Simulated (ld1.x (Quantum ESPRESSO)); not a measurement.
Before and after: PAW potential for nickel

| Item | Value |
| --- | --- |
| Element | nickel (Ni) |
| Generator | ld1.x (Quantum ESPRESSO) 7.5 |
| Type | PAW |
| Functional | PBE |
| Relativity | scalar-relativistic |
| Frozen core | [Ne] |
| Valence charge | 18 |
| Reference configuration | 3s2 3p6 3d8 4s1 4p0 (charge +1) |
| Partial waves | 3s (bound): rcut 1.00, rcutus 1.20 bohr; 4s (bound): rcut 1.00, rcutus 1.20 bohr; 3p (bound): rcut 1.05, rcutus 1.30 bohr; 4p (bound, empty): rcut 1.05, rcutus 1.30 bohr; 3d (bound): rcut 1.25, rcutus 1.50 bohr; 3d channel at -0.65 Ry: rcut 1.25, rcutus 1.50 bohr |
| Local potential | all-electron potential smoothed inside 1.15 bohr (lloc = -1) |
| Core correction | Bessel-smoothed model core inside 0.90 bohr |
| Augmentation charge | BG, radius 1.00 bohr |

Change: waves 3d (bound): rcut 1.08, rcutus 1.14 bohr; 3d channel at -0.65 Ry: rcut 1.08, rcutus 1.14 bohr.

Cutoffs: the cutoffs (Ry, on a coarse ladder) from which the occupation-weighted sum of valence levels, in a spherical-Bessel basis at the reference potential, stays within 10 and 1 mRy of its value at 400 Ry; they do not see the model core or the augmentation charge, which bear on the density cutoff. Errors are all-electron minus pseudo energies relative to the spin-unpolarised reference configuration.

Question: How do hardness, ghosts and transferability respond?

Answer: The potential gets harder (70 Ry and 110 Ry → 110 Ry and 180 Ry); of the 7 tests that both files solve, the error grows in 2 and shrinks in 5 by more than 15 % and 0.3 meV (median size 9.1 → 6.2 meV); neither file shows a bound ghost. A smaller radius makes the pseudo-wave follow the all-electron one further in, where it bends more sharply, so more plane waves are needed.

| quantity | base | changed |
| --- | --- | --- |
| cutoff, loose | 70 Ry | 110 Ry |
| cutoff, tight | 110 Ry | 180 Ry |
| loose cutoff by channel (10 mRy a level) | s 45 Ry, p 40 Ry, d 40 Ry | s 45 Ry, p 40 Ry, d 70 Ry |
| bound ghosts | none | none |
| error for 3s2 3p6 3d8 4s2 4p0, meV [ΔE -9.32 eV] | +9.1 | +6.2 |
| error for 3s2 3p6 3d8 4s0 4p0, meV [ΔE 17.35 eV] | +13 | +6.8 |
| error for 3s2 3p6 3d7 4s0 4p0, meV [ΔE 54.82 eV] | +11 | -3.8 |
| error for 3s2 3p6 3d8 4s1.5 4p0, meV [ΔE -5.61 eV] | +3.0 | +2.3 |
| error for 3s2 3p6 3d9 4s0 4p0, meV [ΔE -3.00 eV] | +49 | +15 |
| error for 3s2 3p5 3d8 4s2 4p0, meV [ΔE 70.20 eV] | -6.3 | +48 |
| error for 3s2 3p6 3d8 4s0 4p2, meV [ΔE 0.18 eV] | 0.0 | +0.5 |
| lowest overlap eigenvalue by channel | s 0.04, p 0.05, d 1.00 | s 0.04, p 0.05, d 0.89 |

Base: ld1.x warns that Blöchl-style (BG) augmentation functions are not a good idea. Changed file: ld1.x warns that Blöchl-style (BG) augmentation functions are not a good idea.
